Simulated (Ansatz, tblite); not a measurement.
How methods differ on CH7GaSn (SMILES [CH3][SnH2][GaH2])

CH7GaSn has 10 atoms, charge 0, and is taken as a singlet. As SMILES, `[CH3][SnH2][GaH2]`. The shape is that of a PBE0-D4/def2-TZVP optimisation.

| atom | x (Å) | y (Å) | z (Å) |
| --- | --- | --- | --- |
| C | -1.6303 | 0.5701 | -0.5239 |
| Sn | 0.2396 | -0.4823 | -0.6468 |
| Ga | 1.7869 | -0.1426 | 1.4421 |
| H | -2.2233 | 0.3782 | -1.4183 |
| H | -2.1880 | 0.2369 | 0.3515 |
| H | -1.4496 | 1.6418 | -0.4399 |
| H | -0.1069 | -2.1503 | -0.8637 |
| H | 1.0398 | 0.0255 | -2.0786 |
| H | 1.3107 | 0.7115 | 2.6777 |
| H | 3.2213 | -0.7889 | 1.4999 |

Each level gives the energy change with the Sn2–H7 bond stretched from 1.717 to 1.975 Å (eV). The values are calculated.

```tsv
level	kind	program	value (eV)	less CCSD(T)/def2-SVP
IPEA1-xTB	semi-empirical	tblite	0.52	+0.22
HF/def2-SVP (core potential) (restricted)	Hartree–Fock	Ansatz	0.33	+0.03
SVWN5/def2-SVP (core potential) (restricted)	LDA	Ansatz	0.28	-0.02
BLYP/def2-SVP (core potential) (restricted)	GGA	Ansatz	0.22	-0.08
r2SCAN/def2-SVP (core potential) (restricted)	meta-GGA	Ansatz	0.29	-0.01
B3LYP/def2-SVP (core potential) (restricted)	global hybrid	Ansatz	0.27	-0.03
CAM-B3LYP/def2-SVP (core potential) (restricted)	range-separated hybrid	Ansatz	0.32	+0.02
MP2/def2-SVP (core potential) (restricted)	perturbation theory	Ansatz	0.34	+0.04
CCSD(T)/def2-SVP (core potential) (restricted)	coupled cluster or CI	Ansatz	0.30	0.00
```

CCSD(T)/def2-SVP (core potential) (restricted) is the highest level here, not the true value. The first shape isn't each level's own minimum. The values span 0.22 to 0.52 eV. In the correlated wave-function rows the outer d shell of Ga, Sn is correlated, in sets not made for it.
